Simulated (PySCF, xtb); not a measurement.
B(Me)(OMe)(NH2) (C₂H₈BNO), SMILES COB(C)N.

GFN2-xTB in xtb 6.7.1 at its own geometry gives an orbital gap of 7.03 eV and a dipole moment of 2.42 D.

Coordinates come from a PBE-D3(BJ)/def2-SVP optimisation. One conformer was computed; it need not be the lowest.

Task: What does PBE/def2-TZVP in PySCF give? (An estimate is asked for; the answer gives what the named calculation found.)

Result: gap 6.16 eV (levels -6.17 and 0.00 eV), dipole 2.15 D.
